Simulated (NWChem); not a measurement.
Total energies of ClGe

```xyz
2

Ge     0.0000     0.0000     0.7648
Cl     0.0000     0.0000    -1.4397
```
Charge 0, spin multiplicity 2.

The numbers come from NWChem runs, not from measurements. Structure: optimised with UB3LYP/def2-SVP, a minimum by its harmonic frequencies.

Basis set: def2-SVP (50 functions).

```tsv
method	total energy (Ha)
UHF	-2534.47397
UMP2	-2534.79117
UB2PLYP	-2536.27461
UPBE	-2536.29557
UB3LYP	-2536.85735
UTPSS	-2536.79241
```

Total energies of different functionals aren't comparable as a measure of quality: only differences taken within one method are. 

The Hamiltonian is non-relativistic. The correlated methods keep 14 core orbitals frozen. B3LYP has NWChem's definition, with VWN1-RPA local correlation. This spin state was chosen for the runs; another may lie lower. The structure started from a generated list of species. The unpaired electrons of the parent sit in orbitals of symmetry b1 (C2v labels of the run); other states weren't searched. No SCF solution was tested for a lower state. Open-shell Hartree-Fock references start from PBE0 orbitals.
